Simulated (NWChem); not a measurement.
**Spin states of CSi**

```xyz
2

Si     0.0000     0.0000     0.5212
C      0.0000     0.0000    -1.2161
```
Charge 0, spin multiplicity 3.

All runs are NWChem calculations. All single points use one geometry, from UPBE/def2-SVP, a minimum by its harmonic frequencies.

Basis set: def2-TZVP. The gap is E(triplet) − E(singlet) at the geometry of the triplet, so a negative value puts the higher spin lower. Open shells are unrestricted, coupled cluster uses restricted open-shell references, and the singlet is the closed-shell solution. Where the lowest singlet needs several determinants, the single determinant used here isn't a pure state and places it wrongly.

Relative cost: rough, from shared machines, SCF included, B3LYP = 1.

The correlated methods keep 6 core orbitals frozen. B3LYP has NWChem's definition, with VWN1-RPA local correlation. GW and range-separated runs recompute their integrals, the others keep them in memory, which bears on the times. This spin state was chosen for the runs; another may lie lower. The structure started from a generated list of species. The unpaired electrons of the parent sit in orbitals of symmetry a1 and b1 (C2v labels of the run); other states weren't searched. The stability of the SCF solutions was not checked. Open-shell Hartree-Fock references start from PBE0 orbitals; any time given for them includes that run. Coupled-cluster values serve here as a point of comparison, not as the truth.

| method | vertical singlet-triplet gap (kcal/mol) | relative cost | remark |
|---|---|---|---|
| B3LYP | -30.5 | 1 | - |
| HF | ? | under 3 | spin-contaminated |
| M06-2X | -31.7 | under 3 | - |
| B2PLYP | ? | under 3 | - |
| MP2 | -9.4 | under 3 | spin-contaminated |
| CCSD(T) | ? | 6 | - |
| CR-CCSD(T) | -21.2 | 6 | - |
| LC-wPBE (omega 0.3 per bohr) | ? | 8 | - |

Task: Fill in the missing entries.

Result: 
- HF, vertical singlet-triplet gap (kcal/mol): -73.8
- B2PLYP, vertical singlet-triplet gap (kcal/mol): -21.5
- CCSD(T), vertical singlet-triplet gap (kcal/mol): -17.9
- LC-wPBE (omega 0.3 per bohr), vertical singlet-triplet gap (kcal/mol): -36.4
